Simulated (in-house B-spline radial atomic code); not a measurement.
Values are calculated unless marked as measured or tabulated.
# Correlation energy from the adiabatic connection: −Z/r, Z = 6.24, wall at 0.772 bohr

Two electrons in a singlet, external potential −Z/r, Z = 6.24, wall at 0.772 bohr (atomic units). Full CI in B-splines (partial waves to l = 8, correlation up to 0.6 % small) with the density held fixed gives W(λ) = <V_ee>_λ − U, and E_c is the integral of W(λ) − W(0) from 0 to 1.

| λ | W(λ) − W(0) (hartree) |
| --- | --- |
| 0 | 0.00000 |
| 0.02 | -0.00185 |
| 0.05 | -0.00462 |
| 0.12 | -0.01104 |
| 0.25 | -0.02282 |
| 0.4 | -0.03619 |
| 0.6 | -0.05367 |
| 0.8 | -0.07074 |
| 1 | -0.08742 |

Task: Integrate the table by the trapezoid rule.

Result: The strips give -0.00002, -0.00010, -0.00055, -0.00220, -0.00443, -0.00899, -0.01244, -0.01582, which sum to -0.04453 hartree. The direct value, W(1) − W(0) + T_c with T_c = 0.04287, is -0.04456; the curve is convex, so chords lie above it and the trapezoids fall short in size by 0.05 %.

Task: Now use only three numbers: W(0) = -3.8809, the initial slope W'(0) = -0.09265 (extrapolated from the first points) and the strong-coupling limit of the point-charge-plus-continuum model, W∞ = -5.2636. What do second-order theory and the interpolation W(λ) = W∞ + (W(0) − W∞)/√(1 + 2χλ) of Seidl, Perdew and Levy give?

Result: Second order keeps the slope alone: E_c = W'(0)/2 = -0.04632, +4 % in size against -0.04456. Matching the slope fixes χ = W'(0)/(W∞ − W(0)) = -0.09265/(-1.38270) = 0.06701. Integrating, with s = √(1 + 2χ) = 1.064901, E_c = −(W(0) − W∞)(s − 1)/(s + 1) = −1.38270 × 0.064901/2.064901 = -0.04346 hartree, -2.5 % in size against the full result. At λ = 1 the formula gives W − W(0) = -0.08427 against -0.08742. Part of the miss can come from the model's W∞.
